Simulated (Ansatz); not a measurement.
Calculated with Ansatz (gas phase, PBE0-D4/def2-TZVP geometries, no zero-point term in ΔE). CCSD(T)/CBS adds triple-zeta CCSD(T) − MP2 to the extrapolated MP2 energy (def2 sets, frozen cores). This one scheme is used for every species. Each species was taken in one conformer, which may not be the lowest.

Reaction (ligand exchange at the Si–C bond): `FC([SiH3])Cl` + `O[SiH2][SiH3]` → `[SiH3]O[SiH2][SiH3]` + `FCCl`

```json
{"species": "`FC([SiH3])Cl`", "SCS-MP2/def2-TZVPP energy (Eh)": "-888.86394"}
{"species": "`O[SiH2][SiH3]`", "SCS-MP2/def2-TZVPP energy (Eh)": "-656.82586"}
{"species": "`[SiH3]O[SiH2][SiH3]`", "SCS-MP2/def2-TZVPP energy (Eh)": "-947.10615"}
{"species": "`FCCl`", "SCS-MP2/def2-TZVPP energy (Eh)": "-598.63481"}
```

Problem. Work out ΔE.

Solution. ΔE = (-947.10615) + (-598.63481) − (-888.86394) − (-656.82586) = -0.05116 Eh = -32.1 kcal/mol. CCSD(T)/CBS gives -30.3 kcal/mol.

Largest T1 diagnostic among the species: 0.012.

From BLYP to BHLYP (50 % exact exchange), in def2-TZVPP and without D4, ΔE moves by −4.5 kcal/mol. In def2-TZVPP, CCSD(T) changes the Hartree–Fock value by +5.7 kcal/mol (the triples alone add +0.9 kcal/mol) and MP2 by +5.1 kcal/mol.
